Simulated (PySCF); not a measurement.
**Computed vibrations of [BiF]2+**

[BiF]2+ (singlet). PySCF 2.14.0, RKS PBE0, Bi def2-SVP with ECP60, F def2-SVP; non-relativistic Hamiltonian with scalar-relativistic core potentials where named; density fitting; no spin-orbit coupling. Central differences of gradients.

```xyz
2

Bi    0.0000    0.0000   -0.1615
F     0.0000    0.0000    1.7762
```

Run from Python with OMP_NUM_THREADS=2. Where DIIS fails, smearing, a level shift and second-order steps follow.
It took 2.8 s on 2 threads of AMD EPYC 7R43 64-Core Processor (Zen 3), on a shared host.

What are the harmonic wavenumbers and infrared intensities?

Modes are labelled in C∞v; negative numbers are unstable modes, those under 60 cm⁻¹ near the noise; a finer grid moves soft modes by up to 10 cm⁻¹.
```csv
cm⁻¹,km/mol,symmetry
722,24.6,σ+
```

Is this a minimum?

Yes. Ideal gas at 298.15 K and 1 bar: S = 241.7 J/(mol K), Cp = 32.4 J/(mol K), H − H(0 K) = 8.9 kJ/mol (rigid rotor, harmonic modes, spin degeneracy alone).
